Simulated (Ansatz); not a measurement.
`CO[Si](S)(Cl)Cl` and `S[Si](S)(Cl)Cl` differ in one atom or group.

Ansatz, PBE0-D4/def2-TZVP geometries, multiplicity 1. Each molecule was computed in one conformer, which needn't be the lowest.

| property | `CO[Si](S)(Cl)Cl` |
| --- | --- |
| HOMO energy (PBE0/def2-TZVPP) / eV | -7.96 |
| LUMO energy (PBE0/def2-TZVPP) / eV | -0.20 |
| LUMO energy (ωB97M-V/def2-TZVPP) / eV | 1.83 |
| size of the dipole moment (PBE/def2-TZVPP) / D | 1.62 |
| HOMO–LUMO gap (PBE0/def2-TZVPP) / eV | 7.76 |
| LUMO energy (B3LYP/def2-TZVPP) / eV | -0.42 |

**Question.** What does the change do to each property? (Estimate.)

**Answer.** Computed: 
```json
{"property": "HOMO energy (PBE0/def2-TZVPP) / eV", "`S[Si](S)(Cl)Cl`": "-8.07", "shift": "-0.11"}
{"property": "LUMO energy (PBE0/def2-TZVPP) / eV", "`S[Si](S)(Cl)Cl`": "-0.54", "shift": "-0.34"}
{"property": "LUMO energy (ωB97M-V/def2-TZVPP) / eV", "`S[Si](S)(Cl)Cl`": "1.51", "shift": "-0.32"}
{"property": "size of the dipole moment (PBE/def2-TZVPP) / D", "`S[Si](S)(Cl)Cl`": "1.21", "shift": "-0.41"}
{"property": "HOMO–LUMO gap (PBE0/def2-TZVPP) / eV", "`S[Si](S)(Cl)Cl`": "7.52", "shift": "-0.24"}
{"property": "LUMO energy (B3LYP/def2-TZVPP) / eV", "`S[Si](S)(Cl)Cl`": "-0.78", "shift": "-0.36"}
```

With PBE0 the HOMO falls by 0.11 eV and the LUMO falls by 0.34 eV, so the gap narrows by about 0.23 eV. PBE moves the HOMO by -0.12 eV and ωB97M-V by -0.10 eV. Dipoles are sizes alone; their direction can turn.

B3LYP here is the variant with VWN-RPA as its local correlation; programs differ in this.
